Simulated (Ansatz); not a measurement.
Molecule: C$_{2}$H$_{9}$Si$_{2}$, net charge 0, doublet state. It need not be the lowest isomer of its formula. 
Geometry from a B3LYP-D3(BJ)/def2-TZVP (Ansatz, a first-principles code) optimisation:
SMILES: C[SiH](C)[SiH2]
```xyz
13

C      1.8717    -0.7089     0.2315
Si     0.1926    -0.2861    -0.5025
C     -0.9998    -1.7296    -0.2898
Si    -0.6131     1.6682     0.4984
H      1.7925    -0.8838     1.3065
H      2.2741    -1.6147    -0.2276
H      2.5881     0.0986     0.0735
H      0.3431     0.0011    -1.9540
H     -1.9758    -1.5036    -0.7216
H     -0.6072    -2.6219    -0.7845
H     -1.1436    -1.9623     0.7670
H     -0.7064     1.6029     1.9830
H     -1.9098     2.1653    -0.0351
```
Charge 0, spin multiplicity 2.

Total electronic energies in hartree. Correlated levels leave the core frozen unless marked. UHF or UKS for open shells. No spin-orbit coupling. Non-relativistic. CBS(X,Y): correlation extrapolated as X^-3; Hartree-Fock from the larger set.

```csv
level,program,energy (Eh)
HF/6-31G,Ansatz,-658.67883
HF/6-31G*,Ansatz,-658.78263
HF/cc-pwCVTZ,Ansatz,-658.88297
HF/aug-cc-pV(Q+d)Z,Ansatz,-658.89297
PBE-D4/def2-TZVPD,Ansatz + dftd4,-660.21501
BLYP-D3(BJ)/def2-TZVPD,Ansatz + dftd3,-660.58497
BLYP-D4/def2-TZVPD,Ansatz + dftd4,-660.58391
B3LYP-D3(BJ)/def2-TZVPD,Ansatz + dftd3,-660.70025
PBE0/6-31G*,Ansatz,-660.19852
BHLYP-D3(BJ)/def2-TZVPD,Ansatz + dftd3,-660.59133
wB97X-V/def2-TZVPD,Ansatz,-660.51285
B2GP-PLYP-D3(BJ)/def2-TZVPD,Ansatz + dftd3,-660.20268
RPA@PBE/cc-pV(T+d)Z,Ansatz,-659.92655
RPA@PBE/cc-pV(Q+d)Z,Ansatz,-660.01366
MP2/aug-cc-pV(D+d)Z,Ansatz,-659.33969
MP2/cc-pwCVTZ,Ansatz,-659.48022
SCS-MP2/cc-pV(D+d)Z,Ansatz,-659.32318
SCS-MP2/cc-pV(T+d)Z,Ansatz,-659.49035
SCS-MP2/cc-pV(Q+d)Z,Ansatz,-659.54528
CCSD/6-31G*,Ansatz,-659.25667
"CCSD/CBS(cc-pV(T+d)Z,cc-pV(Q+d)Z)",Ansatz,-659.6033
CCSD(T)/STO-3G,Ansatz,-651.48808
"CCSD(T)/CBS(cc-pV(T+d)Z,cc-pV(Q+d)Z)",Ansatz,-659.6325
```

Totals of different functionals don't rank their quality; only differences between species are comparable.
